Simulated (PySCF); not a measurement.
SbS⁻ at UHF

Computed with UHF; basis Sb def2-SVPD with ECP28, S def2-SVPD; scalar-relativistic core potentials; PySCF 2.14.

| Property | Result |
| --- | --- |
| state | ³Σ⁻ (triplet), unpaired electrons π ↑↑ |
| bond length | 2.341 Å |
| harmonic wavenumber | 418 cm⁻¹ |
| force constant | 2.61 mdyn/Å |
| rotational constant Be | 0.1216 cm⁻¹ |
| anharmonicity ωexe | 1.75 cm⁻¹ |
| vibration–rotation constant αe | 0.000509 cm⁻¹ |
| bond order (Mayer) | 1.32 |
| dipole moment (positive dipole points towards S; it is taken about the centre of mass and depends on that origin) | -5.02 D |

Spin–orbit coupling is left out, which matters for elements this heavy, above all for dissociation energies. Hartree–Fock leaves out correlation, which carries a large part of most bond energies and some tenths to 1 eV of ionisation energies. The state is the lowest determinant that a PBE0 search found; another state may lie lower at other levels.
